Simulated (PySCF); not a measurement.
C2H7Cl3Si2, SMILES CC[SiH2][Si](Cl)(Cl)Cl, GFN2-xTB optimised geometry.

```
14

C      2.04    -0.46     1.18
C      1.44    -1.22     0.00
Si    -0.46    -1.22     0.00
Si    -1.25     0.98     0.00
Cl    -0.09     2.25    -1.10
Cl    -1.35     1.79     1.87
Cl    -3.13     1.11    -0.78
H      3.13    -0.50     1.16
H      1.74     0.59     1.16
H      1.71    -0.89     2.13
H      1.81    -2.25     0.01
H      1.81    -0.77    -0.93
H     -0.96    -1.92     1.19
H     -0.95    -1.94    -1.19
```

Density from PySCF with B3LYP/def2-TZVP at that geometry.

Minimum of the electron density along straight lines between bonded atoms, close to the bond critical point (lines longer than 1.1 times the sum of covalent radii, or with two minima, are not listed):

```
bond     length / Å  ρ at the minimum / e bohr⁻³  ∇²ρ there / e bohr⁻⁵  position (fraction from the first atom)
-------  ----------  ---------------------------  --------------------  ---------------------------------------
C1–C2         1.527                        0.242                 -0.59                                     0.50
C2–Si3        1.905                        0.118                  0.12                                     0.61
Si3–Si4       2.331                        0.097                 -0.14                                     0.37
Si4–Cl5       2.037                        0.104                  0.22                                     0.37
Si4–Cl6       2.036                        0.104                  0.22                                     0.37
Si4–Cl7       2.036                        0.104                  0.22                                     0.37
C1–H8         1.088                        0.281                 -0.97                                     0.64
C1–H9         1.088                        0.282                 -0.97                                     0.64
C1–H10        1.087                        0.282                 -0.97                                     0.64
C2–H11        1.091                        0.276                 -0.93                                     0.64
C2–H12        1.092                        0.276                 -0.93                                     0.64
Si3–H13       1.469                        0.124                  0.17                                     0.49
Si3–H14       1.468                        0.124                  0.17                                     0.49
```
